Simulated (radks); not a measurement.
Q: La I, configuration [Xe] 6s2 7s1 (not the ground configuration). All-electron calculation, Dirac Kohn-Sham, RPBE, spin-unpolarised, spherical densities, finite nucleus; Fermi nuclear charge, rms radius 4.855 fm. Program: a radial shooting solver on a logarithmic mesh with Libxc functionals.

Spin-orbit splittings of the eigenvalues, e(l+1/2) - e(l-1/2), with zeta = 2 splitting/(2l+1) and mean radii in bohr:

shell  occ.  splitting (eV)  zeta (eV)  <r> j=l-1/2  <r> j=l+1/2
2p        6           413.1      275.4      0.08991      0.09601
3p        6           80.52      53.68       0.2746       0.2867
3d       10           17.23      6.891       0.2577       0.2615
4p        6           17.11      11.41       0.6746       0.7015
4d       10               ?          ?       0.7619       0.7715
5p        6           2.565      1.710        1.730        1.805

Estimate the 4d splitting.

A: 2.971 eV (zeta = 1.189 eV).
